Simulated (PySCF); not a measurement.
H₃Cl₃OSiTi, charge +1, doublet, geometry from GFN2-xTB (such geometries of metal compounds can be far from the true shape) (the multiplicity is a formal guess), with bond 7-6 at 2.2 times its length; HF/STO-3G (PySCF).

Input for PySCF:
```python
from pyscf import gto, scf

mol = gto.M(
    atom='''
Ti   -0.175077    0.174384    0.157413
Cl    0.116305    2.269375   -0.079384
Cl   -0.030992   -0.179699    2.250766
Cl   -2.220301   -0.160371   -0.323122
O     0.917789   -0.784520   -0.778354
Si    1.873998   -1.754005   -1.644780
H     4.768691   -1.766045   -0.075548
H     2.181415   -0.998197   -2.899308
H     1.197015   -3.044730   -1.798964
''',
    basis='sto-3g',
    charge=1,
    spin=1,
    verbose=4,
)

mf = scf.UHF(mol)
mf.kernel()
mo_i, mo_e, stable_i, stable_e = mf.stability(internal=True, external=True, return_status=True, nroots=6, tol=1e-6)
print('internally stable:', stable_i, ' externally stable:', stable_e)
if not stable_i:
    umf = mf.copy()
    umf.scf_summary = {}
    umf.kernel(umf.make_rdm1(mo_i, mf.mo_occ))
```

Output, abridged:

```
PySCF version 2.14.0

[INPUT] verbose = 4
[INPUT] num. atoms = 9
[INPUT] num. electrons = 97
[INPUT] charge = 1
[INPUT] spin (= nelec alpha-beta = 2S) = 1
[INPUT] symmetry False subgroup None
[INPUT] Mole.unit = angstrom
[INPUT] Symbol           X                Y                Z      unit          X                Y                Z       unit  Magmom
[INPUT]  1 Ti    -0.175077000000   0.174384000000   0.157413000000 AA   -0.330847580710   0.329538000506   0.297467458446 Bohr   0.0
[INPUT]  2 Cl     0.116305000000   2.269375000000  -0.079384000000 AA    0.219784596918   4.288497223935  -0.150014018672 Bohr   0.0
[INPUT]  3 Cl    -0.030992000000  -0.179699000000   2.250766000000 AA   -0.058566392053  -0.339581894858   4.253331310483 Bohr   0.0
[INPUT]  4 Cl    -2.220301000000  -0.160371000000  -0.323122000000 AA   -4.195760804098  -0.303057268323  -0.610612084822 Bohr   0.0
[INPUT]  5 O      0.917789000000  -0.784520000000  -0.778354000000 AA    1.734369850138  -1.482527939244  -1.470875887960 Bohr   0.0
[INPUT]  6 Si     1.873998000000  -1.754005000000  -1.644780000000 AA    3.541342977983  -3.314589071118  -3.108183735162 Bohr   0.0
[INPUT]  7 H      4.768691000000  -1.766045000000  -0.075548000000 AA    9.011519962678  -3.337341373658  -0.142765029259 Bohr   0.0
[INPUT]  8 H      2.181415000000  -0.998197000000  -2.899308000000 AA    4.122276914018  -1.886318948362  -5.478898070760 Bohr   0.0
[INPUT]  9 H      1.197015000000  -3.044730000000  -1.798964000000 AA    2.262030516996  -5.753705823247  -3.399549267952 Bohr   0.0

nuclear repulsion = 742.610331280633
number of shells = 34
number of NR pGTOs = 186
number of NR cGTOs = 62
basis = sto-3g
ecp = {}

******** <class 'pyscf.scf.uhf.UHF'> ********
method = UHF
initial guess = minao
damping factor = 0
level_shift factor = 0
DIIS = <class 'pyscf.scf.diis.CDIIS'>
diis_start_cycle = 1
diis_space = 8
diis_damp = 0
SCF conv_tol = 1e-09
SCF conv_tol_grad = None
SCF max_cycles = 50
direct_scf = True
direct_scf_tol = 1e-13
number electrons alpha = 49  beta = 48
Set gradient conv threshold to 3.16228e-05
init E= -2563.07057631988

cycle= 1 E= -2564.56997866365  delta_E= -1.5  |g|= 0.521  |ddm|= 2.75
cycle= 2 E= -2564.72204814721  delta_E= -0.152  |g|= 0.371  |ddm|= 1.28
cycle= 3 E= -2564.80271333518  delta_E= -0.0807  |g|= 0.0366  |ddm|= 0.452
cycle= 4 E= -2564.80571398017  delta_E= -0.003  |g|= 0.00931  |ddm|= 0.124
cycle= 5 E= -2564.80595788635  delta_E= -0.000244  |g|= 0.00215  |ddm|= 0.0402
cycle= 6 E= -2564.80596962975  delta_E= -1.17e-05  |g|= 0.0012  |ddm|= 0.00773
cycle= 7 E= -2564.80597222088  delta_E= -2.59e-06  |g|= 0.000687  |ddm|= 0.00278
cycle= 8 E= -2564.80597443363  delta_E= -2.21e-06  |g|= 0.00046  |ddm|= 0.00342
cycle= 9 E= -2564.8059760873  delta_E= -1.65e-06  |g|= 0.000269  |ddm|= 0.004
cycle= 10 E= -2564.80597682129  delta_E= -7.34e-07  |g|= 5.14e-05  |ddm|= 0.00429
cycle= 11 E= -2564.80597683589  delta_E= -1.46e-08  |g|= 1.74e-05  |ddm|= 0.000585
cycle= 12 E= -2564.80597683671  delta_E= -8.24e-10  |g|= 9.72e-06  |ddm|= 6.7e-05
Extra cycle  E= -2564.80597683692  delta_E= -2.14e-10  |g|= 7.47e-06  |ddm|= 2.29e-05
converged SCF energy = -2564.80597683692  <S^2> = 0.75003604  2S+1 = 2.000036
uhf_internal: lowest eigs of H = [0.15356185 0.20027539 0.36270287 0.36946447 0.39373129 0.40559147]
<class 'pyscf.scf.uhf.UHF'> wavefunction is stable in the internal stability analysis
uhf_real2complex: lowest eigs of H = [0.16490113 0.16857805 0.20306898 0.203744   0.20579322 0.20676426]
<class 'pyscf.scf.uhf.UHF'> wavefunction is stable in the real -> complex stability analysis
uhf_external: lowest eigs of H = [-2.87469781e-08  7.68142758e-02  1.00138867e-01  1.66715757e-01
  1.81387640e-01  1.96745612e-01]
<class 'pyscf.scf.uhf.UHF'> wavefunction is stable in the UHF/UKS -> GHF/GKS stability analysis
internally stable: True  externally stable: True
```
